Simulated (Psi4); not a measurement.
AgF, charge -1, doublet, geometry from GFN2-xTB (such geometries of metal compounds can be far from the true shape) (the multiplicity is a formal guess) (all electrons, no relativity) (a gas-phase anion, which may not be bound at this level), with bond 2-1 at 1.6 times its length; TPSS/3-21G in Psi4 1.11.

Input for Psi4:
```
memory 2 GB

molecule mol {
-1 2
  Ag   -0.000000   -0.000000   -0.381617
  F     0.000000    0.000000    3.417594
}

set basis 3-21g
set reference uks
set scf_type pk
set level_shift 0.3

energy('tpss')
print_variables()
```

The log (banner, timings and long lists left out):

```
   => Loading Basis Set <=

    Name: 3-21G
    Role: ORBITAL
    Keyword: BASIS

         ---------------------------------------------------------
                                   SCF
               by Justin Turney, Rob Parrish, Andy Simmonett
                          and Daniel G. A. Smith
                              UKS Reference
         ---------------------------------------------------------

  ==> Geometry <==

    Molecular point group: c2v
    Full point group: C_inf_v

    Geometry (in Angstrom), charge = -1, multiplicity = 2:

       Center              X                  Y                   Z               Mass
    ------------   -----------------  -----------------  -----------------  -----------------
         AG           0.000000000000     0.000000000000    -0.573287837755   106.905091600000
         F            0.000000000000     0.000000000000     3.225923162245    18.998403162730

  Running in c2v symmetry.

  Rotational constants: A = ************  B =      0.07240  C =      0.07240 [cm^-1]
  Rotational constants: A = ************  B =   2170.46440  C =   2170.46440 [MHz]
  Nuclear repulsion =   58.918012217118253

  Charge       = -1
  Multiplicity = 2
  Electrons    = 57
  Nalpha       = 29
  Nbeta        = 28

  ==> Algorithm <==

  SCF Algorithm Type is PK.
  DIIS enabled.
  MOM disabled.
  Fractional occupation disabled.
  Guess Type is SAD.
  Energy threshold   = 1.00e-06
  Density threshold  = 1.00e-06
  Integral threshold = 1.00e-12

  ==> Primary Basis <==

  Basis Set: 3-21G
    Blend: 3-21G
    Number of shells: 19
    Number of basis functions: 48
    Number of Cartesian functions: 48
    Spherical Harmonics?: false
    Max angular momentum: 2

  ==> DFT Potential <==

   => LibXC <=

    Version 7.1.2
    S. Lehtola, C. Steigemann, M. J. T. Oliveira, and M. A. L. Marques,  SoftwareX 7, 1–5 (2018) (10.1016/j.softx.2017.11.002)

   => Composite Functional: TPSS <=

    TPSS Meta-GGA XC Functional

    J. Tao, et al., Phys. Rev. Lett., 91, 146401, 2003

    Deriv               =              1
    GGA                 =           TRUE
    Meta                =           TRUE

    Exchange Hybrid     =          FALSE
    MP2 Hybrid          =          FALSE

   => Exchange Functionals <=

    1.0000   XC_MGGA_X_TPSS

   => Correlation Functionals <=

    1.0000   XC_MGGA_C_TPSS

   => LibXC Density Thresholds  <==

    XC_MGGA_C_TPSS:  1.00E-15
    XC_MGGA_X_TPSS:  1.00E-15

   => Molecular Quadrature <=

    Radial Scheme          =       TREUTLER
    Pruning Scheme         =           NONE
    Nuclear Scheme         =       TREUTLER

    Blocking Scheme        =         OCTREE
    BS radius alpha        =              1
    Pruning alpha          =              1
    Radial Points          =             75
    Spherical Points       =            302
    Total Points           =          43573
    Total Blocks           =            417
    Max Points             =            256
    Max Functions          =             47
    Weights Tolerance      =       1.00E-15

  ==> Integral Setup <==

  Using in-core PK algorithm.
   Calculation information:
      Number of atoms:                   2
      Number of AO shells:              19
      Number of primitives:             42
      Number of atomic orbitals:        48
      Number of basis functions:        48

      Integral cutoff                 1.00e-12
      Number of threads:                 1

  Performing in-core PK
  Using 1384152 doubles for integral storage.
  We computed 12392 shell quartets total.
  Whereas there are 18145 unique shell quartets.

  ==> DiskJK: Disk-Based J/K Matrices <==

    J tasked:                  Yes
    K tasked:                   No
    wK tasked:                  No
    Schwarz Cutoff:          1E-12

  Minimum eigenvalue in the overlap matrix is 1.2422764007E-03.
  Reciprocal condition number of the overlap matrix is 2.8326219505E-04.
    Using symmetric orthogonalization.

  ==> Pre-Iterations <==

  SCF Guess: Superposition of Atomic Densities via on-the-fly atomic UHF (no occupation information).

   -------------------------
    Irrep   Nso     Nmo
   -------------------------
     A1        25      25
     A2         3       3
     B1        10      10
     B2        10      10
   -------------------------
    Total      48      48
   -------------------------

  ==> Iterations <==

                        Total Energy        Delta E     RMS |[F,P]|

   @UKS iter SAD: -5271.47640631805643   -5.27148e+03   0.00000e+00
    Occupation by irrep:
             A1    A2    B1    B2
    DOCC [    15,    1,    6,    6 ]
    SOCC [     1,    0,    0,    0 ]
    NA   [    16,    1,    6,    6 ]
    NB   [    15,    1,    6,    6 ]

   @UKS iter   1: -5273.28317202678227   -1.80677e+00   7.84606e-02 DIIS/ADIIS/SHIFT
   @UKS iter   2: -5254.70935215497320    1.85738e+01   1.45527e-01 ADIIS/SHIFT
   @UKS iter   3: -5256.82990381927175   -2.12055e+00   1.13274e-01 ADIIS/SHIFT
   @UKS iter   4: -5257.57847521088206   -7.48571e-01   1.09327e-01 ADIIS/SHIFT
   @UKS iter   5: -5258.12658242946236   -5.48107e-01   1.10808e-01 ADIIS/SHIFT
   @UKS iter   6: -5259.63503472909633   -1.50845e+00   1.24392e-01 ADIIS/SHIFT
   @UKS iter   7: -5262.28442725848890   -2.64939e+00   1.26153e-01 ADIIS/SHIFT
   @UKS iter   8: -5264.10768340351478   -1.82326e+00   1.13681e-01 ADIIS/SHIFT
   @UKS iter   9: -5265.48414079664781   -1.37646e+00   1.11595e-01 ADIIS/SHIFT
   @UKS iter  10: -5267.83121307010788   -2.34707e+00   1.14349e-01 ADIIS/SHIFT
    Occupation by irrep:
             A1    A2    B1    B2
    DOCC [    15,    2,    5,    6 ]
    SOCC [     0,    0,    1,    0 ]
    NA   [    15,    2,    6,    6 ]
    NB   [    15,    2,    5,    6 ]

   @UKS iter  11: -5270.63048736420387   -2.79927e+00   9.57158e-02 DIIS/ADIIS/SHIFT
    Occupation by irrep:
             A1    A2    B1    B2
    DOCC [    14,    2,    6,    6 ]
    SOCC [     1,    0,    0,    0 ]
[...]
   @UKS iter  37: -5275.17953137140012    1.86855e-02   1.26129e-02 DIIS/ADIIS/SHIFT
   @UKS iter  38: -5275.11909002209541    6.04413e-02   1.73102e-02 DIIS/ADIIS/SHIFT
   @UKS iter  39: -5275.09931319521911    1.97768e-02   1.80946e-02 DIIS/ADIIS/SHIFT
   @UKS iter  40: -5275.10157131185042   -2.25812e-03   1.75293e-02 DIIS/ADIIS/SHIFT
   @UKS iter  41: -5275.10035109929140    1.22021e-03   1.73579e-02 DIIS/ADIIS/SHIFT
   @UKS iter  42: -5275.09888644041621    1.46466e-03   1.72265e-02 DIIS/ADIIS/SHIFT
   @UKS iter  43: -5275.09585669348053    3.02975e-03   1.71931e-02 DIIS/ADIIS/SHIFT
   @UKS iter  44: -5275.10323525252807   -7.37856e-03   1.64201e-02 DIIS/ADIIS/SHIFT
   @UKS iter  45: -5275.12907527531934   -2.58400e-02   1.43723e-02 DIIS/ADIIS/SHIFT
   @UKS iter  46: -5275.19400871208654   -6.49334e-02   7.90970e-03 DIIS/ADIIS
   @UKS iter  47: -5275.17563016470194    1.83785e-02   1.05829e-02 DIIS/ADIIS/SHIFT
   @UKS iter  48: -5275.19329432721770   -1.76642e-02   7.98409e-03 DIIS/ADIIS
   @UKS iter  49: -5275.14374413784844    4.95502e-02   1.21665e-02 DIIS/ADIIS/SHIFT
   @UKS iter  50: -5275.14493951524673   -1.19538e-03   1.20685e-02 DIIS/ADIIS/SHIFT
   @UKS iter  51: -5275.14429793423642    6.41581e-04   1.21661e-02 DIIS/ADIIS/SHIFT
   @UKS iter  52: -5275.13900172113881    5.29621e-03   1.26504e-02 DIIS/ADIIS/SHIFT
   @UKS iter  53: -5275.13407555793765    4.92616e-03   1.29862e-02 DIIS/ADIIS/SHIFT
   @UKS iter  54: -5275.14369171537510   -9.61616e-03   1.20252e-02 DIIS/ADIIS/SHIFT
   @UKS iter  55: -5275.15104550469005   -7.35379e-03   1.14549e-02 DIIS/ADIIS/SHIFT
   @UKS iter  56: -5275.14823818075456    2.80732e-03   1.18316e-02 DIIS/ADIIS/SHIFT
   @UKS iter  57: -5275.16336152057193   -1.51233e-02   1.03180e-02 DIIS/ADIIS/SHIFT
   @UKS iter  58: -5275.16871394638747   -5.35243e-03   1.01350e-02 DIIS/ADIIS/SHIFT
   @UKS iter  59: -5275.22997522438891   -6.12613e-02   2.14789e-03 DIIS/ADIIS
   @UKS iter  60: -5275.20278124464221    2.71940e-02   8.01326e-03 DIIS/ADIIS
   @UKS iter  61: -5275.24145808463527   -3.86768e-02   2.29966e-03 DIIS/ADIIS
   @UKS iter  62: -5275.22075413184939    2.07040e-02   6.20236e-03 DIIS/ADIIS
   @UKS iter  63: -5275.22190998203041   -1.15585e-03   6.05737e-03 DIIS/ADIIS
   @UKS iter  64: -5275.22205754204151   -1.47560e-04   6.03449e-03 DIIS/ADIIS
   @UKS iter  65: -5275.21987474693651    2.18280e-03   6.31929e-03 DIIS/ADIIS
   @UKS iter  66: -5275.21682793771743    3.04681e-03   6.67561e-03 DIIS/ADIIS
   @UKS iter  67: -5275.22501346302579   -8.18553e-03   5.64080e-03 DIIS/ADIIS
   @UKS iter  68: -5275.22926182686933   -4.24836e-03   5.00140e-03 DIIS/ADIIS
   @UKS iter  69: -5275.24401795572430   -1.47561e-02   8.85427e-04 DIIS/ADIIS
   @UKS iter  70: -5275.24315508725977    8.62868e-04   1.53345e-03 DIIS/ADIIS
   @UKS iter  71: -5275.24443716201858   -1.28207e-03   4.55720e-04 DIIS/ADIIS
   @UKS iter  72: -5275.24455668258724   -1.19521e-04   9.80995e-05 DIIS
   @UKS iter  73: -5275.24456200444729   -5.32186e-06   2.04543e-05 DIIS
   @UKS iter  74: -5275.24456225891026   -2.54463e-07   1.34492e-06 DIIS
   @UKS iter  75: -5275.24456225971699   -8.06722e-10   5.13193e-07 DIIS
  Energy and wave function converged.

  ==> Post-Iterations <==

   Electrons on quadrature grid:
      Nalpha   =   29.0000636645 ; deviation = 6.366e-05
      Nbeta    =   28.0000697085 ; deviation = 6.971e-05
      Ntotal   =   57.0001333730 ; deviation = 1.334e-04

   @Spin Contamination Metric:   1.309062147E-02
   @S^2 Expected:                7.500000000E-01
   @S^2 Observed:                7.630906215E-01
   @S   Expected:                5.000000000E-01
   @S   Observed:                5.000000000E-01

    Orbital Energies [Eh]
    ---------------------

    Alpha Occupied:

[...]
    Alpha Virtual:

[...]
      25A1   195.319477

    Beta Occupied:

[...]
      14A1     0.034271

    Beta Virtual:

[...]
    Final Occupation by Irrep:
             A1    A2    B1    B2
    DOCC [    14,    2,    6,    6 ]
    SOCC [     1,    0,    0,    0 ]
    NA   [    15,    2,    6,    6 ]
    NB   [    14,    2,    6,    6 ]

  @UKS Final Energy: -5275.24456225971699

   => Energetics <=

    Nuclear Repulsion Energy =             58.9180122171182532
    One-Electron Energy =               -7426.6088720454245049
    Two-Electron Energy =                2248.6910053609653914
    DFT Exchange-Correlation Energy =    -156.2447077923764596
    Empirical Dispersion Energy =           0.0000000000000000
    VV10 Nonlocal Energy =                  0.0000000000000000
    Total Energy =                      -5275.2445622597169859

  UHF NO Occupations:
  HONO-2 :    6 B2 1.9999575
  HONO-1 :   14 A1 1.9935622
  HONO-0 :   15 A1 1.0000000
  LUNO+0 :   16 A1 0.0064378
  LUNO+1 :    7 B2 0.0000425
  LUNO+2 :    7 B1 0.0000425
  LUNO+3 :   17 A1 0.0000183

Computation Completed

Properties will be evaluated at   0.000000,   0.000000,   0.000000 [a0]

Properties computed using the SCF density matrix

 Multipole Moments:

 ------------------------------------------------------------------------------------
     Multipole            Electronic (a.u.)      Nuclear  (a.u.)        Total (a.u.)
 ------------------------------------------------------------------------------------

 L = 1.  Multiply by 2.5417464519 to convert [e a0] to [Debye]
 Dipole X            :          0.0000000            0.0000000            0.0000000
 Dipole Y            :          0.0000000            0.0000000            0.0000000
 Dipole Z            :         -5.3244026            3.9472223           -1.3771803
 Magnitude           :                                                    1.3771803

 ------------------------------------------------------------------------------------

  Variable Map:
  ----------------------------------------------------------------------------
[...]
  Array Variable Map:
  ----------------------------------------------------------------------------
[...]
[...]
```
